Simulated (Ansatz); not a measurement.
Reaction (formal exchange of groups at the Al–C bond): `N#[C][Al]([F])[F]` + `C=CC` → `C=C[CH2][Al]([F])[F]` + `C#N`

Gas-phase electronic energies from Ansatz, PBE0-D4/def2-TZVP geometries. CBS: MP2 limit from def2 TZ/QZ plus the TZ coupled-cluster correction, frozen cores. This one scheme is used for every species. DFT in def2-TZVPP. B3LYP here is the variant with VWN-RPA as its local correlation; programs differ in this. HSE06 is defined as in plane-wave codes. One conformer a species, not always the lowest.

`N#[C][Al]([F])[F]`:

Cartesian coordinates in Å:
```
N 0.520 -1.141 -2.026
C 0.268 -0.589 -1.046
Al -0.147 0.323 0.573
F 0.814 0.119 1.870
F -1.455 1.289 0.629
```

`C=CC`:

```xyz
9

C     0.341   -0.652   -1.174
C    -0.354   -0.406   -0.072
C    -0.066    0.688    0.897
H     1.199   -0.046   -1.448
H     0.080   -1.466   -1.840
H    -1.207   -1.042    0.161
H    -0.922    1.363    0.992
H     0.128    0.286    1.896
H     0.801    1.275    0.589
```

`C=C[CH2][Al]([F])[F]`:

Cartesian coordinates in Å:
```
C 1.199 0.497 0.752
C 0.820 0.045 -0.455
C -0.490 0.337 -1.105
Al -1.221 -0.685 0.369
F -1.221 -2.330 0.377
F -1.921 0.086 1.645
H 2.116 0.155 1.214
H 0.627 1.251 1.288
H 1.440 -0.713 -0.930
H -0.565 -0.028 -2.124
H -0.784 1.385 -1.033
```

`C#N`:

Z-matrix (Å, degrees):
```
C
N 1 1.146
H 1 1.069 2 180.0
```

```json
{"level": "LDA (SPW92)", "ΔE (kcal/mol)": "7.7", "difference from CCSD(T)/CBS": "-5.9"}
{"level": "PBE-D4", "ΔE (kcal/mol)": "10.8", "difference from CCSD(T)/CBS": "-2.8"}
{"level": "revPBE-D4", "ΔE (kcal/mol)": "11.7", "difference from CCSD(T)/CBS": "-1.9"}
{"level": "BLYP-D4", "ΔE (kcal/mol)": "13.9", "difference from CCSD(T)/CBS": "0.3"}
{"level": "r2SCAN-D4", "ΔE (kcal/mol)": "11.2", "difference from CCSD(T)/CBS": "-2.4"}
{"level": "B97M-V", "ΔE (kcal/mol)": "13.9", "difference from CCSD(T)/CBS": "0.3"}
{"level": "PBE0-D4", "ΔE (kcal/mol)": "11.3", "difference from CCSD(T)/CBS": "-2.3"}
{"level": "B3LYP-D4", "ΔE (kcal/mol)": "14.0", "difference from CCSD(T)/CBS": "0.4"}
{"level": "r2SCANh-D4", "ΔE (kcal/mol)": "11.4", "difference from CCSD(T)/CBS": "-2.2"}
{"level": "HSE06-D4", "ΔE (kcal/mol)": "11.3", "difference from CCSD(T)/CBS": "-2.3"}
{"level": "BHLYP-D4", "ΔE (kcal/mol)": "14.6", "difference from CCSD(T)/CBS": "1.0"}
{"level": "ωB97X-V", "ΔE (kcal/mol)": "13.0", "difference from CCSD(T)/CBS": "-0.6"}
{"level": "ωB97M-V", "ΔE (kcal/mol)": "12.4", "difference from CCSD(T)/CBS": "-1.2"}
{"level": "B2PLYP", "ΔE (kcal/mol)": "15.0", "difference from CCSD(T)/CBS": "1.4"}
{"level": "PBE-QIDH", "ΔE (kcal/mol)": "12.6", "difference from CCSD(T)/CBS": "-1.0"}
{"level": "PBE", "ΔE (kcal/mol)": "11.7", "difference from CCSD(T)/CBS": "-1.9"}
{"level": "revPBE", "ΔE (kcal/mol)": "13.3", "difference from CCSD(T)/CBS": "-0.3"}
{"level": "BLYP", "ΔE (kcal/mol)": "15.7", "difference from CCSD(T)/CBS": "2.1"}
{"level": "r2SCAN", "ΔE (kcal/mol)": "11.5", "difference from CCSD(T)/CBS": "-2.1"}
{"level": "PBE0", "ΔE (kcal/mol)": "12.1", "difference from CCSD(T)/CBS": "-1.5"}
{"level": "B3LYP", "ΔE (kcal/mol)": "15.4", "difference from CCSD(T)/CBS": "1.8"}
{"level": "r2SCANh", "ΔE (kcal/mol)": "11.6", "difference from CCSD(T)/CBS": "-2.0"}
{"level": "r2SCAN0", "ΔE (kcal/mol)": "11.9", "difference from CCSD(T)/CBS": "-1.7"}
{"level": "HSE06", "ΔE (kcal/mol)": "12.1", "difference from CCSD(T)/CBS": "-1.5"}
{"level": "BHLYP", "ΔE (kcal/mol)": "15.9", "difference from CCSD(T)/CBS": "2.3"}
{"level": "CAM-B3LYP", "ΔE (kcal/mol)": "15.0", "difference from CCSD(T)/CBS": "1.4"}
{"level": "LC-ωPBE", "ΔE (kcal/mol)": "12.4", "difference from CCSD(T)/CBS": "-1.2"}
{"level": "RPA@PBE/def2-TZVPP", "ΔE (kcal/mol)": "14.4", "difference from CCSD(T)/CBS": "0.8"}
{"level": "HF/def2-SVP", "ΔE (kcal/mol)": "18.5", "difference from CCSD(T)/CBS": "4.9"}
{"level": "MP2/def2-SVP", "ΔE (kcal/mol)": "14.0", "difference from CCSD(T)/CBS": "0.4"}
{"level": "CCSD(T)/def2-SVP", "ΔE (kcal/mol)": "14.6", "difference from CCSD(T)/CBS": "1.0"}
{"level": "HF/def2-TZVPP", "ΔE (kcal/mol)": "19.2", "difference from CCSD(T)/CBS": "5.6"}
{"level": "MP2/def2-TZVPP", "ΔE (kcal/mol)": "13.7", "difference from CCSD(T)/CBS": "0.1"}
{"level": "CCSD(T)/def2-TZVPP", "ΔE (kcal/mol)": "14.1", "difference from CCSD(T)/CBS": "0.5"}
{"level": "HF/def2-QZVPP", "ΔE (kcal/mol)": "19.3", "difference from CCSD(T)/CBS": "5.7"}
{"level": "MP2/def2-QZVPP", "ΔE (kcal/mol)": "13.4", "difference from CCSD(T)/CBS": "-0.2"}
{"level": "SCS-MP2/def2-QZVPP", "ΔE (kcal/mol)": "15.0", "difference from CCSD(T)/CBS": "1.4"}
{"level": "HF/CBS(def2)", "ΔE (kcal/mol)": "19.4", "difference from CCSD(T)/CBS": "5.8"}
{"level": "MP2/CBS(def2)", "ΔE (kcal/mol)": "13.2", "difference from CCSD(T)/CBS": "-0.4"}
{"level": "CCSD/CBS(def2)", "ΔE (kcal/mol)": "14.4", "difference from CCSD(T)/CBS": "0.8"}
{"level": "CCSD(T)/CBS", "ΔE (kcal/mol)": "13.6", "difference from CCSD(T)/CBS": "0"}
```

Largest T1 diagnostic among the species: 0.014.

Leaving LDA and LC-ωPBE aside and taking each functional with its dispersion term where it has one, the values spread over 4.2 kcal/mol, from PBE-D4 to B2PLYP. LDA lies −3.9 kcal/mol from PBE without D4. The D4 term adds −1.4 kcal/mol with B3LYP and −0.8 kcal/mol with PBE0; it sums over pairs of atoms, weighted by their polarisabilities, and B3LYP, whose exchange is more repulsive, gets the larger term. At CCSD(T), def2-SVP lies +1.0 kcal/mol from the extrapolated value and def2-TZVPP +0.5 kcal/mol.
